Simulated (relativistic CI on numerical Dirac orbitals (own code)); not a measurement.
Cr⁴⁺: what numerical and physical settings do to a radial Dirac CI calculation

Reference input:

```
atom Cr  Z=24  charge=4  electrons=20
nucleus A=52  rms_radius_fm=3.6452
hamiltonian dirac-coulomb  breit=on  qed=on  c_scale=1
orbitals kli  potential=per-configuration
slater_scale 1
correlation none
mixing on
grid step=0.0125 r_max=29.8
scf mixing=0.4 start=green max_iterations=150 tolerance=2e-08 node_fill=0.05
configurations
  [Ar] 3d2
  [Ar] 3d 4s
  [Ar] 3d 4p
  [Ne] 3s2 3p5 3d3
  [Ar] 3d 4d
end
```

Computed lowest total energy -1045.57431 Ha, first excitation 480.9 cm⁻¹, 54 SCF steps. Runs with settings changed; * marks those that are bad on purpose (the QED terms keep the true α when c is scaled):

| Changed | Outcome | Lowest level | ΔE (Ha) | First excitation (cm⁻¹) | SCF steps | Message |
| --- | --- | --- | --- | --- | --- | --- |
| grid step 0.006, start potential bare | converged | 3p6.3d2 3F_2 | -4.78e-05 | 480.9 | 65 |  |
| SCF tolerance 1e-10 | converged | 3p6.3d2 3F_2 | -1.31e-10 | 480.9 | 61 |  |
| Slater scale 1.2, QED terms off | converged | 3p6.3d2 3F_2 | -0.248 | 478.1 | 54 |  |
| speed of light × 1.25 | converged | 3p6.3d2 3F_2 | 2.21 | 306.8 | 54 |  |
| nuclear radius 36.452 fm * | converged | 3p6.3d2 3F_2 | 0.244 | 481.0 | 54 |  |
| configuration list: extra electron * | refused |  |  |  | 0 | configuration [Ar] 3d 4d 5s has 21 electrons, the ion has 20 |

With so few configurations and no correlation, terms lie too far apart (by 10 to 50 % near neutrality), their order can be wrong, and levels of other configurations are missing.
